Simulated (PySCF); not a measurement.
PbHF, SMILES [F][PbH] (connectivity only; charge and spin as stated), neutral, multiplicity 1. Coordinates come from a B3LYP-D3(BJ)/def2-TZVP optimisation. The def2 effective core potentials stand for the cores of Pb; spin–orbit coupling is left out.

Computed with B3LYP-D3(BJ)/def2-TZVP in PySCF 2.14.0.

Harmonic wavenumbers (cm⁻¹): 509, 541, 1564. Rotational constants (GHz): 144.8, 6.776, 6.473; symmetry number 1.

Question: Work out the zero-point energy and the ideal-gas rigid-rotor harmonic-oscillator thermochemistry at 298.15 K and 1 atm.

Answer: ZPE = ½ Σ hcν = ½ × 2614 cm⁻¹ = 15.63 kJ/mol. H − E(el) = 26.65 kJ/mol. Entropy in J/(mol K): translation 176.42, rotation 89.76, vibration 5.06, total 271.23. G − E(el) = -54.22 kJ/mol. Cp = 43.51 J/(mol K).
